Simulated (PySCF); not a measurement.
A series of substituents X on one scaffold: SiH2Cl-X. Gas-phase values, no solvent. One relaxed conformer stands for each flexible species; it need not be the lowest. Strings in code marks are SMILES.

The four lowest singlet excitations (Tamm–Dancoff). Calculation: B3LYP-D3(BJ)/def2-TZVP // PBE0-D4/def2-TZVP run with PySCF 2.14.0. B3LYP has the VWN-RPA correlation part, as in Gaussian. Excitations are Tamm–Dancoff values on a coarser integration grid. The basis has no diffuse functions, so Rydberg states are missing or too high.

| state | energy (eV) | wavelength (nm) | oscillator strength |
|---|---|---|---|
| S1 | 6.31 | 196 | 0.014 |
| S2 | 6.98 | 178 | 0.002 |
| S3 | 7.26 | 171 | 0.032 |
| S4 | 7.43 | 167 | 0.298 |

Name which member gives these states.
A) `Cl[SiH2][SeH]` (Cl–Si–Se–H torsion 72°)
B) `NC(=O)[SiH2]Cl` (O–C–Si–Cl torsion 180°)
C) `Cl[SiH2][GeH3]`
D) `CO[SiH2]Cl` (C–O–Si–Cl torsion 180°)

C, `Cl[SiH2][GeH3]`
